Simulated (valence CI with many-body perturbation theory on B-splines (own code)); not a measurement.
Results of a calculation; reference values are marked as such.
**Ladder of approximations for Te³⁹⁺**

Method: configuration interaction combined with many-body perturbation theory (CI+MBPT): three valence electrons over a frozen Dirac-Fock core [Ne], radial functions for each j: 11 s, 11 p, 9 d, 7 f, 5 g, 2 h, 1 i, with the one-electron correlation potential Σ1 (screened to all orders), the two-electron term Σ2, the three-electron term Σ3, Breit, model QED; selected single and double excitations, second order for the rest (own B-spline code, finite nucleus).

The last digits are not significant, and no measured levels were compared; by estimate large intervals hold to a few tenths of a per cent, small ones and those within an open d or f shell to about a per cent.

Each rung adds one term. CI alone is the Dirac-Coulomb CI over the frozen core; QED comes last and gives the full result, which names the levels. Energies are above (3s^2 3p1/2) J=1/2 on the same rung, in eV.

Levels are named by their leading jj configuration (3d3/2^4 stands for four electrons in 3d with j = 3/2), which in mixed levels can hold well under half, so a name can repeat and another be missing. Letters in brackets count levels of one name in rising energy.

| Level | CI alone | Σ1 | Σ2 | Σ3 | Breit | QED | Full |
| --- | --- | --- | --- | --- | --- | --- | --- |
| (3s^2 3p3/2) J=3/2 | 70.00 | +0.075 | +0.043 | +0.001 | -1.039 | +0.114 | 69.20 |
| (3s 3p1/2^2) J=1/2 | 95.77 | -0.215 | +0.044 | +0.014 | +1.064 | -1.246 | 95.43 |
| (3s 3p1/2 3p3/2) J=3/2 [a] | 149.47 | -0.143 | +0.229 | +0.025 | +0.077 | -1.123 | 148.53 |
| (3s 3p1/2 3p3/2) J=5/2 | 160.29 | -0.138 | +0.137 | +0.020 | -0.199 | -1.096 | 159.01 |
| (3s 3p1/2 3p3/2) J=3/2 [b] | 175.13 | -0.136 | -0.032 | +0.015 | -0.223 | -0.990 | 173.77 |
| (3s 3p1/2 3p3/2) J=1/2 | 183.63 | -0.145 | -0.442 | -0.001 | +0.132 | -1.151 | 182.02 |
| (3s 3p3/2^2) J=5/2 | 218.37 | -0.057 | +0.133 | +0.016 | -1.533 | -0.564 | 216.37 |
| (3s^2 3d3/2) J=3/2 | 218.97 | -0.119 | -0.526 | -0.032 | -1.275 | -0.231 | 216.79 |
| (3s^2 3d5/2) J=5/2 | 242.59 | -0.060 | -0.431 | -0.034 | -1.574 | -0.482 | 240.01 |
| (3s 3p3/2^2) J=1/2 | 253.84 | -0.066 | -0.198 | -0.006 | -0.863 | -1.017 | 251.69 |
| (3s 3p3/2^2) J=3/2 | 259.15 | -0.069 | -0.497 | -0.007 | -1.014 | -0.999 | 256.56 |
| (3p1/2^2 3p3/2) J=3/2 | 273.63 | -0.348 | -0.178 | +0.035 | +0.811 | -2.163 | 271.79 |
| (3s 3p1/2 3d3/2) J=3/2 [a] | 287.58 | -0.333 | +0.005 | +0.003 | -0.315 | -1.353 | 285.59 |
| (3s 3p1/2 3d3/2) J=5/2 | 294.59 | -0.327 | -0.011 | +0.009 | -0.585 | -1.301 | 292.37 |
| (3s 3p1/2 3d3/2) J=1/2 | 311.46 | -0.329 | -0.410 | -0.015 | -0.372 | -1.278 | 309.06 |
| (3s 3p1/2 3d5/2) J=5/2 [a] | 312.17 | -0.266 | -0.115 | -0.008 | -0.962 | -1.285 | 309.53 |
| (3s 3p1/2 3d3/2) J=3/2 [b] | 312.34 | -0.316 | -0.375 | -0.024 | -0.515 | -1.288 | 309.82 |
| (3s 3p1/2 3d5/2) J=7/2 | 317.96 | -0.261 | -0.126 | -0.004 | -1.280 | -1.232 | 315.06 |
| (3s 3p1/2 3d5/2) J=3/2 | 323.17 | -0.281 | -0.223 | +0.013 | -0.415 | -1.726 | 320.54 |

The middle columns are the shifts that each term adds.

Q: How does the ionisation energy move along the ladder, and which term matters most?

A: CI alone 2791.4, + Σ1 2792.4, + Σ2 2792.3, + Σ3 2792.2, + Breit 2789.5, + QED 2789.6 eV. The largest step is Breit, -2.7 eV. NIST lists 2788 ± 4 eV (theoretical).
